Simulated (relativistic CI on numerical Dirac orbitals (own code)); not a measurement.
## One change at a time: W³⁴⁺

Base calculation: Dirac-Coulomb-Breit CI, KLI orbitals optimised for each configuration, model QED (radiative potential, 1s self-energy scaled to tabulated hydrogen-like ionisation energies), unscaled Slater integrals.

Configuration list (outside the closed core [Ar] 3d10): 4s2 4p6 4d4, 4s2 4p6 4d3 4f, 4s2 4p5 4d5, 4s 4p6 4d5, 4s 4p6 4d4 4f, 4s2 4p6 4d3 5s, 4s2 4p6 4d3 5d, 4s2 4p6 4d3 5g, 4p6 4d6, 4p5 4d7, 4s2 4p6 4d2 5s2, 4s2 4p6 4d 4f 5s2, 4s 4p6 4d2 4f 5s2, 4s2 4p6 4d 5s2 5d. Double excitations out of closed p, d and f shells are left out; levels of such configurations are missing from the list, as are those of other unlisted configurations, and high levels can miss mixing partners.

Variants: (1) QED terms removed; (2) only the first 3 configurations. Shifts of the energy above 4s2 4p6 4d4 3P_0, in cm⁻¹, for the lowest level and the first level of each name with at least 55 % of one term (blank where a level changes its place among those of its configuration and J or its character, or is not in the variant):

```json
{"Level": "4s2 4p6 4d4 3P_0", "Base": "0", "Δ(1)": "0", "Δ(2)": "0"}
{"Level": "4s2 4p6 4d4 5D_1", "Base": "114503", "Δ(1)": "-367", "Δ(2)": "-900"}
{"Level": "4s2 4p6 4d4 5D_0", "Base": "259270", "Δ(1)": "-714", "Δ(2)": "+146"}
{"Level": "4s2 4p6 4d4 3H_5", "Base": "292237", "Δ(1)": "-723", "Δ(2)": "-1056"}
{"Level": "4s2 4p6 4d4 3G_4", "Base": "318137", "Δ(1)": "-726", "Δ(2)": "+865"}
{"Level": "4s2 4p6 4d4 3D_1", "Base": "437951", "Δ(1)": "-1061", "Δ(2)": "+1380"}
{"Level": "4s2 4p6 4d4 3G_5", "Base": "442157", "Δ(1)": "-1088", "Δ(2)": "-327"}
{"Level": "4s2 4p6 4d4 1S_0", "Base": "508578", "Δ(1)": "-964", "Δ(2)": "+5994"}
{"Level": "4s2 4p6 4d4 1D_2", "Base": "538016", "Δ(1)": "-1074", "Δ(2)": "+2755"}
```

At this charge energies of transitions that change n are usually good to better than 1 %, and those within a shell (Δn = 0) to a few per cent. Terms inside the open d or f shell come out 10 to 20 % too wide with unscaled integrals.

Ionisation energy from the two ground configurations alone: base 1454.94 eV. The NIST ASD value (semi-empirical) is 1459.9 eV.

LS names give the leading component of a level, which can be under half, so a name can repeat, a term be missing and a line seem to break the LS rules.
